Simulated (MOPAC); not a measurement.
Molecule: H3SiO3 (charge -1, singlet). SMILES: [O-][SiH](O)O

Atoms: O1, Si2, O3, O4, H5, H6, H7. Bonds: O1-Si2, Si2-O3, Si2-O4, Si2-H5, O3-H6, O4-H7.

Bond lengths (Å) and angles (degrees) optimised at PM6 with MOPAC; PM7 with MOPAC; MNDO with MOPAC, each started from the B3LYP-D3(BJ)/def2-TZVP structure (Ansatz) of the last column. A row stands for all coordinates that are equal there. No wavenumbers were computed at MNDO, so these may be saddle points.

```json
[
 {"coordinate": "O1-Si2", "PM6": "1.418", "PM7": "1.474", "MNDO": "1.562", "B3LYP-D3(BJ)/def2-TZVP": "1.559"},
 {"coordinate": "Si2-O3", "PM6": "1.599", "PM7": "1.663", "MNDO": "1.705", "B3LYP-D3(BJ)/def2-TZVP": "1.700"},
 {"coordinate": "Si2-H5", "PM6": "1.414", "PM7": "1.457", "MNDO": "1.410", "B3LYP-D3(BJ)/def2-TZVP": "1.502"},
 {"coordinate": "O3-H6", "PM6": "0.878", "PM7": "0.943", "MNDO": "0.932", "B3LYP-D3(BJ)/def2-TZVP": "0.963"},
 {"coordinate": "O1-Si2-O3", "PM6": "117.0", "PM7": "114.4", "MNDO": "110.2", "B3LYP-D3(BJ)/def2-TZVP": "113.7"},
 {"coordinate": "O3-Si2-O4", "PM6": "108.6", "PM7": "104.0", "MNDO": "104.0", "B3LYP-D3(BJ)/def2-TZVP": "105.5"},
 {"coordinate": "O1-Si2-H5", "PM6": "105.2", "PM7": "120.5", "MNDO": "119.8", "B3LYP-D3(BJ)/def2-TZVP": "119.4"},
 {"coordinate": "O3-Si2-H5", "PM6": "103.6", "PM7": "100.6", "MNDO": "105.7", "B3LYP-D3(BJ)/def2-TZVP": "101.3"},
 {"coordinate": "Si2-O3-H6", "PM6": "155.6", "PM7": "122.7", "MNDO": "117.2", "B3LYP-D3(BJ)/def2-TZVP": "106.3"}
]
```

Mean signed difference of all 6 bond lengths from B3LYP-D3(BJ)/def2-TZVP: PM6 -0.100 Å, PM7 -0.040 Å, MNDO -0.023 Å.
